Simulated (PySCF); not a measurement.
One molecule, a ladder of functionals, a line

Molecule: `FC1C[SiH2]C1`, C₃H₇FSi.

Atoms are numbered as in `[F:1][CH:2]1[CH2:3][SiH2:4][CH2:5]1`; H(Xn) means a hydrogen on atom n. Ha(C3), Ha(Si4), Ha(C5) are cis to F1 on the ring; Hb(C3), Hb(Si4), Hb(C5) are trans to F1 on the ring.

GIAO shieldings (ppm, equivalent atoms averaged) in PySCF 2.14.0 with density-fitted response routines on the PBE0-D3(BJ)/def2-SVP geometry, basis pcSseg-2, gas phase, non-relativistic:

| functional | exact exchange (%) | σ(F1) | σ(C2) | σ(C3/C5) | σ(Si4) |
| --- | --- | --- | --- | --- | --- |
| BLYP | 0 | 299.3 | 79.2 | 150.8 | 380.1 |
| BP86 | 0 | 302.7 | 85.3 | 155.6 | 390.4 |
| PBE | 0 | 299.6 | 85.4 | 156.0 | 393.1 |
| B3LYP | 20 | 318.5 | 86.7 | 156.1 | 390.6 |
| PBE0 | 25 | 323.2 | 94.1 | 162.1 | 405.4 |
| BHandHLYP | 50 | 340.7 | 96.4 | 162.6 | 406.6 |
| HF | 100 | 370.4 | 111.4 | 172.5 | 436.9 |

**Question.** Fit each shielding as a line in the percentage of exact exchange.

**Answer.** σ(F1) = 302.4 + 0.71 x (rms 2.6 ppm); σ(C2) = 83.4 + 0.28 x (rms 2.5 ppm); σ(C3/C5) = 154.3 + 0.18 x (rms 2.1 ppm); σ(Si4) = 387.1 + 0.48 x (rms 5.3 ppm). The functionals also differ in their semilocal parts, which the line can't hold; Hartree–Fock has no correlation at all.

**Question.** What does the line predict for mPW1PW91 (25 %), and what does the run give?

**Answer.** σ(F1): 320.1 predicted, 325.0 computed; σ(C2): 90.4 predicted, 93.4 computed; σ(C3/C5): 158.8 predicted, 161.3 computed; σ(Si4): 399.1 predicted, 403.1 computed ppm.
